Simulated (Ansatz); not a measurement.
Job for Ansatz (a program for electronic structure): U-wB97X-V/cc-pVTZ on BBrH2 (SMILES BBr), a point of a bond scan (R = 1.183 Å).

Ansatz 0.2 input:
```yaml
crystal:
  periodic: [false, false, false]
  atoms:
    - {symbol: B, position_ang: [-0.84896739, -1.29115255, 0.21121296]}
    - {symbol: H, position_ang: [-0.47171957, -2.07374537, 1.01486037]}
    - {symbol: H, position_ang: [-1.82647135, -1.42145963, -0.44309788]}
    - {symbol: Br, position_ang: [0.18694365, 0.28431336, -0.04650935]}
basis:
  gaussian:
    orbitals: cc-pVTZ
hamiltonian:
  xc: {name: wB97X-V}
magnetization: {spin_polarized: true, initial_magnetization: 0}
```

The log:

```
WARN ansatz: RAYON_NUM_THREADS=1 ignored (pool sized by the plan → 1); use --threads N
Functional definition: wB97X-V
integrals: 0.04 GiB planned
733 factors; their error is unknown
integrals: 0.07 GiB planned
132 factors; integrals over basis functions are off by at most 3.4e-5 eV
mean field: 0.56 GiB planned
mean field evaluation 1: about -70749.9708 eV, gradient 5.7e0 eV
mean field evaluation 2: about -70750.1699 eV, gradient 1.3e0 eV
mean field evaluation 4: about -70750.1844 eV, gradient 1.2e-1 eV
mean field evaluation 8: about -70750.3271 eV, gradient 2.3e-2 eV
mean field evaluation 16: about -70750.3271 eV, gradient 2.4e-5 eV
mean field -70750.32707725 eV, -2600.0265637950 hartree, gradient 2.4e-5 eV, S^2 0.000000; 0 other end points of the search recorded, 0 dependent functions left out
reference -70750.32707579 eV, -2600.0265637410 hartree; 21, 21 occupied and 80, 80 virtual orbitals, 733 factors
Total energy: -70750.32707579 eV, -2600.0265637410 hartree
```

Self-consistency was reached.

Cost: around 8 core-seconds (rough).
